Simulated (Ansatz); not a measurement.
```yaml
crystal:
  periodic: [false, false, false]
  atoms:
    - {symbol: P, position_ang: [-1.671157, 1.552864, -0.139485]}
    - {symbol: Cu, position_ang: [1.936330, 0.171991, -1.592512]}
    - {symbol: Cu, position_ang: [0.525918, 1.554868, -0.077331]}
    - {symbol: Cu, position_ang: [-1.171654, -0.222725, 1.115807]}
    - {symbol: Cu, position_ang: [-0.092021, -2.279744, 1.862943]}
    - {symbol: Cu, position_ang: [0.994771, -0.837748, 0.337325]}
    - {symbol: Cu, position_ang: [-0.548669, -0.008231, -1.418922]}
basis:
  gaussian: {orbitals: STO-3G}
total_charge: -1
magnetization: {spin_polarized: true, initial_magnetization: 2}
hamiltonian: {xc: {name: SPW92}}
```

```sh
$ ansatz run in.yaml --threads 4 --pin off --events-out ev --progress --plain --max-ram 8704MiB
```

Shortened log:

```
Functional definition: SPW92
1538 factors; their error is unknown
mean field evaluation 1: about -270988.6833 eV, gradient 4.2e2 eV
mean field evaluation 2: about -270157.5535 eV, gradient 6.4e2 eV
mean field evaluation 4: about -270692.0866 eV, gradient 2.9e2 eV
mean field evaluation 8: about -272837.2857 eV, gradient 1.5e2 eV
mean field evaluation 16: about -273445.5307 eV, gradient 2.6e1 eV
mean field evaluation 32: about -273452.5823 eV, gradient 4.1e-1 eV
mean field evaluation 64: about -273307.8591 eV, gradient 3.8e1 eV
mean field evaluation 96: about -273306.3226 eV, gradient 3.9e1 eV
mean field evaluation 128: about -273111.6911 eV, gradient 4.6e1 eV
mean field evaluation 160: about -273111.6280 eV, gradient 4.7e1 eV
mean field evaluation 192: about -273331.1353 eV, gradient 8.0e1 eV
mean field evaluation 224: about -273326.5734 eV, gradient 7.8e1 eV
mean field evaluation 256: about -273275.2470 eV, gradient 4.0e1 eV
mean field evaluation 288: about -273275.1914 eV, gradient 4.0e1 eV
mean field evaluation 320: about -273302.4080 eV, gradient 5.4e1 eV
mean field evaluation 352: about -273288.9419 eV, gradient 6.2e1 eV
mean field evaluation 384: about -273273.9318 eV, gradient 4.0e1 eV
mean field evaluation 416: about -273271.7266 eV, gradient 4.1e1 eV
mean field evaluation 448: about -273452.3070 eV, gradient 6.0e-2 eV
mean field evaluation 480: about -273452.2627 eV, gradient 4.2e-1 eV
mean field evaluation 512: about -271966.7306 eV, gradient 2.2e2 eV
mean field evaluation 544: about -273452.5782 eV, gradient 3.4e0 eV
mean field evaluation 576: about -273444.0698 eV, gradient 2.5e1 eV
mean field evaluation 608: about -273452.2853 eV, gradient 4.9e-4 eV
mean field evaluation 640: about -273451.3922 eV, gradient 1.7e1 eV
mean field evaluation 672: about -273452.5950 eV, gradient 1.7e-2 eV
mean field evaluation 704: about -273452.5252 eV, gradient 2.9e0 eV
mean field evaluation 736: about -273451.9220 eV, gradient 1.1e1 eV
mean field evaluation 768: about -273451.8962 eV, gradient 1.1e1 eV
mean field evaluation 800: about -273452.3966 eV, gradient 1.4e0 eV
mean field evaluation 832: about -273452.5805 eV, gradient 2.7e-1 eV
mean field evaluation 864: about -273452.3779 eV, gradient 1.1e-1 eV
mean field -273452.59438748 eV, -10049.1974909144 hartree, gradient 3.3e-6 eV, S^2 7.135271; 14 other end points of the search recorded, 0 dependent functions left out
reference -273452.59441786 eV, -10049.1974920306 hartree; 96, 94 occupied and 21, 23 virtual orbitals, 1538 factors
Total energy: -273452.59441786 eV, -10049.1974920306 hartree
```

Hardware: 4 threads of Intel Xeon Platinum 8259CL on a shared host. Wall time 3.4 min.

The highest occupied level of an anion often lies above zero with these methods, and sets without diffuse functions describe the outer electron poorly. The charge -1 triplet is spin-contaminated (final ⟨S²⟩ up to 7.14, 2.00 for a pure state).
